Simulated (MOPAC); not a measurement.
Input for MOPAC: PM7 on BaAl, 2S+1 = 2, a spin state set in the input, which need not be the lowest, a point of a bond scan (R = 3.512 Å).

```
PM7 1SCF PRECISE CHARGE=0 UHF MS=0.5 THREADS=1
AlBa

Al     0.00000000 1     0.00000000 1     0.00000000 1
Ba     0.00000000 1     0.00000000 1     3.51158500 1
```

It printed:

```
*******************************************************************************
 **                                                                           **
 **                              MOPAC v23.2.5                                **
 **                                                                           **
 *******************************************************************************
 ** MOPAC's Digital Object Identifier: https://doi.org/10.5281/zenodo.6511958 **
 **                                                                           **
 ** Please cite the open-source release paper for use of this MOPAC version:  **
 ** J. E. Moussa and J. J. P. Stewart (2026)                                  **
 ** MOPAC: An open-source semiempirical molecular orbital program             **
 ** J. Open Source Softw., 11(119), 8025, https://doi.org/10.21105/joss.08025 **
 *******************************************************************************

                              PM7 CALCULATION RESULTS

 *******************************************************************************
 *  PM7        - The PM7 Hamiltonian to be used
 *  UHF        - UNRESTRICTED HARTREE-FOCK CALCULATION
 *
 *
 *
 *                 CHARGE ON SYSTEM = 0
 *
 *
 *
 *  MS=        - IN MECI, MAGNETIC COMPONENT OF SPIN =  0.5
 *  PRECISE    - TIGHTER CRITERIA TO BE USED
 *  1SCF       - DO 1 SCF AND THEN STOP
 *  THREADS=1  - MULTI-THREADING NOT USED
 *  T=         - A TIME OF 172800.0 SECONDS REQUESTED
 *  DUMP=N     - RESTART FILE WRITTEN EVERY 7200.0 SECONDS REQUESTED
 *******************************************************************************
PM7 1SCF PRECISE CHARGE=0 UHF MS=0.5 THREADS=1
 AlBa

   ATOM   CHEMICAL          X               Y               Z
  NUMBER   SYMBOL      (ANGSTROMS)     (ANGSTROMS)     (ANGSTROMS)

     1      Al          0.00000000  *   0.00000000  *   0.00000000  *
     2      Ba          0.00000000  *   0.00000000  *   3.51158500  *



          CARTESIAN COORDINATES

    NO.       ATOM           X           Y           Z

     1        Al          0.0000      0.0000      0.0000
     2        Ba          0.0000      0.0000      3.5116

 General Reference for PM7:
 "Optimization of Parameters for Semiempirical Methods VI: More Modifications to the
 NDDO Approximations and Re-optimization of Parameters", J. J. P. Stewart, J. Mol. Mod., 1:32, 19 (2013)
 https://link.springer.com/article/10.1007/s00894-012-1667-x

           Empirical Formula: Al Ba  =     2 atoms



      MOLECULAR POINT GROUP   :   C*v


          UHF CALCULATION, NO. OF ALPHA ELECTRONS =    3
                           NO. OF BETA  ELECTRONS =    2

 -------------------------------------------------------------------------------
 PM7 1SCF PRECISE CHARGE=0 UHF MS=0.5 THREADS=1
 AlBa



     1SCF WAS SPECIFIED, SO BFGS WAS NOT USED
     SCF FIELD WAS ACHIEVED


                              PM7 CALCULATION
                                                       MOPAC v23.2.5 Linux




          FINAL HEAT OF FORMATION =          1.74515 KCAL/MOL =       7.30172 KJ/MOL


          COSMO AREA              =        180.16 SQUARE ANGSTROMS
          COSMO VOLUME            =        214.11 CUBIC ANGSTROMS

          IONIZATION POTENTIAL    =          6.490878 EV
          ALPHA SOMO LUMO (EV)    =         -6.491 -1.459
          BETA  SOMO LUMO (EV)    =         -6.707 -0.457
          NO. OF ALPHA ELECTRONS  =          3
          NO. OF BETA  ELECTRONS  =          2
          MOLECULAR WEIGHT        =        164.3115         POINT GROUP:  C*v

          MOLECULAR DIMENSIONS (Angstroms)

            Atom       Atom       Distance
           Ba     2   Al     1     3.51159
           Ba     2   Al     1     0.00000
           Al     1   Ba     2     0.00000


          SCF CALCULATIONS        =          1





   ATOM   CHEMICAL          X               Y               Z
  NUMBER   SYMBOL      (ANGSTROMS)     (ANGSTROMS)     (ANGSTROMS)

     1      Al          0.00000000  *   0.00000000  *   0.00000000  *
     2      Ba          0.00000000  *   0.00000000  *   3.51158500  *

                             CARTESIAN COORDINATES

   1   Al        0.000000000     0.000000000     0.000000000
   2   Ba        0.000000000     0.000000000     3.511585000


           Empirical Formula: Al Ba  =     2 atoms



      MOLECULAR POINT GROUP   :   C*v


          ALPHA EIGENVALUES
 -10.10689  -7.27072  -6.49088  -1.45928   0.92953  14.85045  14.86603  15.16425
  26.67274  26.76626  26.81733  26.90362  27.14132


           BETA EIGENVALUES
  -9.31929  -6.70737  -0.45667   1.27330   1.27423  14.31348  14.33464  14.68353
  27.37967  27.38979  27.73218  28.25603  28.45205


              NET ATOMIC CHARGES AND DIPOLE CONTRIBUTIONS

  ATOM NO.   TYPE          CHARGE      No. of ELECS.   s-Pop       p-Pop       d-Pop
    1         Al          -0.911968        3.9120     1.97178     1.92996     0.01023
    2         Ba           0.911968        1.0880     1.05681     0.03122
 DIPOLE           X         Y         Z       TOTAL
 POINT-CHG.     0.000     0.000    15.382    15.382
 HYBRID        -0.000     0.000    -2.009     2.009
 SUM           -0.000     0.000    13.373    13.373


          ATOMIC ORBITAL ELECTRON POPULATIONS

     Atom    s        px        py        pz      x^2-y^2     xz        z^2       yz        xy
    1 Al   1.97178   0.99971   0.00000   0.93025   0.00290   0.00012   0.00721   0.00000   0.00000
    2 Ba   1.05681   0.00018   0.00000   0.03105


                    (SZ)    =    0.500000
                    (S**2)  =    1.094116


          ATOMIC ORBITAL SPIN POPULATIONS

    Atom   Total    s     px     py     pz   x^2-y^2  xz     z^2    yz     xy
         Atomic
    1 Al  1.5591  0.000  1.000  0.000  0.561 -0.001  0.000 -0.001  0.000 -0.000
    2 Ba -0.5591 -0.546  0.000  0.000 -0.013

 **********************
 *                    *
 * JOB ENDED NORMALLY *
 *                    *
 **********************




 == MOPAC DONE ==
```

The run finished. Its determinant has ⟨S²⟩ = 1.09, a mixture of spin states.

Cost: around 0.04 core-seconds (rough).
